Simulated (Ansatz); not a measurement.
`C[SiH2]C[SiH2]F`, charge 0, multiplicity 1.

Give a relaxed structure at PBE0-D4/def2-TZVP (Ansatz 0.2.0). (Estimate.)

The calculation gave: 
```xyz
14

C     2.006   -0.983    0.947
Si    0.192   -0.569    0.775
C    -0.120    0.523   -0.721
Si   -1.889    0.994   -0.992
F    -2.016    1.923   -2.294
H     2.178   -1.618    1.820
H     2.603   -0.076    1.066
H     2.369   -1.515    0.065
H    -0.287    0.134    1.998
H    -0.604   -1.821    0.637
H     0.245    0.001   -1.613
H     0.474    1.438   -0.612
H    -2.419    1.774    0.154
H    -2.733   -0.204   -1.228
```
Point group Cs.
This is one stationary point; other conformers may exist.
